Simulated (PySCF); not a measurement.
A species of formula C9H8O has this rotational fingerprint, computed with PBE0-D3(BJ)/def2-SVP geometry optimisation, gas phase in PySCF:

```
Rotational constants : A = 4795, B = 702.2, C = 612.5 MHz
Dipole components    : |μa| = 3.23 D, |μb| = 1.18 D, |μc| = 0.00 D
Inertial defect      : 0.00 u·Å²
κ                    : -0.96
```

Problem. Which structure is it? (One computed conformer of each.)
A. `[CH2:1]=[CH:2][c:3]1[cH:4][cH:5][c:6]([CH:7]=[O:8])[cH:9][cH:10]1` with C1–C2–C3–C4 180°, C5–C6–C7–O8 0°
B. `[CH2:1]=[CH:2][c:3]1[cH:4][cH:5][c:6]([OH:7])[c:8]2[c:9]1[CH2:10]2` with C1–C2–C3–C4 180°, C5–C6–O7–H 180°
C. `[CH2:1]=[CH:2][C:3](=[O:4])[c:5]1[cH:6][cH:7][cH:8][cH:9][cH:10]1` with C1–C2–C3–O4 0°, C2–C3–C5–C6 -179°
D. `[O:1]=[CH:2]/[CH:3]=[CH:4]/[c:5]1[cH:6][cH:7][cH:8][cH:9][cH:10]1` with O1–C2–C3–C4 -179°, C3–C4–C5–C6 1° (trans-cinnamaldehyde)

Solution. A. It is C=Cc1ccc(C=O)cc1, a near-prolate asymmetric top, point group Cs. The candidates at the same level (rigid rotor, commonest isotopes):

```
           SMILES  A (MHz)  B (MHz)  C (MHz)  μa (D)  μb (D)  μc (D)  Δ (u·Å²)  point group                        rotor
 C=Cc1ccc(C=O)cc1     4795    702.2    612.5    3.23    1.18    0.00      0.00           Cs  near-prolate asymmetric top
 C=CC(=O)c1ccccc1     3523    844.4    681.2    1.12    2.41    0.00     -0.02           Cs               asymmetric top
C=Cc1ccc(O)c2c1C2     2990    972.0    737.2    0.40    1.30    0.03     -3.41            –               asymmetric top
 O=C/C=C/c1ccccc1     4892    578.2    517.1    4.25    0.99    0.04     -0.05            –  near-prolate asymmetric top
```

`C=CC(=O)c1ccccc1` has A 27 % too low; `O=C/C=C/c1ccccc1` has B 18 % too low; `C=Cc1ccc(O)c2c1C2` has B 38 % too high. In the right answer the mirror of this Cs structure is the ab plane, so μc vanishes by symmetry (the 0.01 D computed is a residue). No structure here is proved a minimum.
